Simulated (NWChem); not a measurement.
**Polarisability of ClLi**

```xyz
2

Li     0.0000     0.0000    -1.7006
Cl     0.0000     0.0000     0.3001
```
Charge 0, spin multiplicity 1.

Program: NWChem. The geometry was optimised at B3LYP/def2-SVP, a minimum by its harmonic frequencies.

Basis set: aug-cc-pVDZ. The field's frequency is 0.0773 Ha (589 nm).

The correlated methods keep 5 core orbitals frozen. B3LYP has NWChem's definition, with VWN1-RPA local correlation. The structure started from a generated list of species. Coupled-cluster values serve here as a point of comparison, not as the truth.

Task: Order these methods by the isotropic polarisability they give, lowest first: PBE, CCSD linear response, B3LYP, HF, BHandHLYP.

Result: HF (23.43 bohr³), BHandHLYP (25.60 bohr³), CCSD linear response (26.40 bohr³), B3LYP (28.28 bohr³), PBE (30.38 bohr³)
